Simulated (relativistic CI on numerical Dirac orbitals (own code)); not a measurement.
Sn XXX: q coefficients and field-shift factors

Calculated at this level of theory: Dirac-Coulomb-Breit CI, orbitals from a KLI potential per configuration, derivatives by finite differences, unscaled Slater integrals, QED left out (own radial code, finite nucleus).

Configurations in the expansion (outside the closed core [Ne]): 3s²3p⁶3d³, 3s²3p⁵3d⁴, 3s3p⁶3d⁴, 3p⁶3d⁵, 3s²3p⁶3d²4s, 3s²3p⁶3d²4p, 3s²3p⁶3d²4d, 3s²3p⁵3d³4s. Levels of other configurations are missing.

With x = (α/α₀)² − 1 an excitation energy changes as ω = ω₀ + qx; K = 2q/ω₀ is the relative enhancement. Terms are leading LS components, so labels can repeat. The field-shift factor is F = δν/δ⟨r²⟩ for the transition from the lowest level.

Lowest level 3s²3p⁶3d³ ⁴F3/2.

| Level | ω₀ (cm⁻¹) | q (cm⁻¹) | K | F (GHz/fm²) |
| --- | --- | --- | --- | --- |
| 3s²3p⁶3d³ ⁴F5/2 | 52793 | 71480 | 2.71 | 0.563 |
| 3s²3p⁶3d³ ⁴F7/2 | 86866 | 91490 | 2.11 | 0.742 |
| 3s²3p⁶3d³ ⁴P3/2 | 100361 | 53860 | 1.07 | 0.383 |
| 3s²3p⁶3d³ ⁴F9/2 | 103200 | 81180 | 1.57 | 0.711 |
| 3s²3p⁶3d³ ⁴P1/2 | 117733 | 66580 | 1.13 | 0.441 |
| 3s²3p⁶3d³ ²G7/2 | 162673 | 129700 | 1.59 | 1.06 |
| 3s²3p⁶3d³ ²H9/2 | 170989 | 141600 | 1.66 | 1.25 |
| 3s²3p⁶3d³ ⁴P5/2 | 175345 | 118700 | 1.35 | 0.832 |
| 3s²3p⁶3d³ ²D3/2 | 199164 | 145600 | 1.46 | 1.04 |
| 3s²3p⁶3d³ ²P1/2 | 211210 | 148800 | 1.41 | 1.17 |
| 3s²3p⁶3d³ ²H11/2 | 220902 | 146800 | 1.33 | 1.41 |
| 3s²3p⁶3d³ ²D5/2 | 239994 | 157500 | 1.31 | 1.04 |
| 3s²3p⁶3d³ ²G9/2 | 266583 | 222400 | 1.67 | 1.84 |
| 3s²3p⁶3d³ ²F5/2 | 267489 | 119000 | 0.89 | 0.975 |
| 3s²3p⁶3d³ ²F7/2 | 275343 | 140700 | 1.02 | 1.14 |
| 3s²3p⁶3d³ ²P3/2 | 292879 | 217100 | 1.48 | 1.76 |
| 3s²3p⁶3d³ ²D3/2 | 398069 | 167800 | 0.843 | 1.44 |
| 3s²3p⁶3d³ ²D5/2 | 410065 | 202800 | 0.989 | 1.82 |
| 3s²3p⁵3d⁴ ⁶D°3/2 | 1316568 | 71350 | 0.108 | 3.16 |
| 3s²3p⁵3d⁴ ⁶D°5/2 | 1331281 | 134000 | 0.201 | 3.69 |
| 3s²3p⁵3d⁴ ⁶D°7/2 | 1345083 | 161400 | 0.24 | 4 |
| 3s²3p⁵3d⁴ ⁶D°9/2 | 1361188 | 170400 | 0.25 | 4.16 |
| 3s²3p⁵3d⁴ ⁶D°1/2 | 1366230 | 150100 | 0.22 | 3.07 |

At this charge energies of transitions that change n are usually good to better than 1 %, and those within a shell (Δn = 0) to a few per cent. Terms inside the open d or f shell come out 10 to 20 % too wide with unscaled integrals.
